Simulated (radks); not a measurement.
Values are calculated unless marked as measured or tabulated.
Problem. Radial electron density D(r) = 4 pi r^2 rho(r) of an atom or ion with 22 electrons. Code: a radial shooting solver on a logarithmic mesh with Libxc functionals. Model: non-relativistic Kohn-Sham, LDA (Slater exchange, Perdew-Wang correlation), spin-unpolarised, spherical densities, point nucleus.

```
   r/bohr * D(r) (the largest magnitude, 112, reaches the edge; | marks zero)
 0.001021 |*
 0.001267 | *
 0.001585 |  *
 0.001967 |   *
 0.002461 |     *
 0.003055 |        *
 0.003791 |           *
 0.004743 |               *
 0.005886 |                     *
 0.007364 |                           *
  0.00914 |                                 *
  0.01134 |                                      *
  0.01419 |                                         *
  0.01761 |                                          *
  0.02204 |                                        *
  0.02735 |                                      *
  0.03394 |                                      *
  0.04246 |                                           *
   0.0527 |                                                  *
  0.06593 |                                                      *
  0.08183 |                                                 *
   0.1016 |                                      *
   0.1271 |                              *
   0.1577 |                               *
   0.1973 |                                 *
   0.2448 |                         *
   0.3039 |            *
   0.3802 |  *
   0.4718 |*
   0.5903 *
   0.7326 *
```

What is the nuclear charge?

Solution. Z = 68. The innermost maximum, from 1s, lies near 1/Z = 0.0147 bohr (found: 0.0165), and its height grows with Z. The density is that of the erbium ion Er46+ in [Ar] 3d4; the configuration itself is not fixed sharply by these data, and Z only to a few units. D(r) has 3 maxima, at r = 0.0165, 0.0649, 0.187 bohr, and minima at 0.0299, 0.135 bohr, inside which lie 1.99, 11.22 electrons.
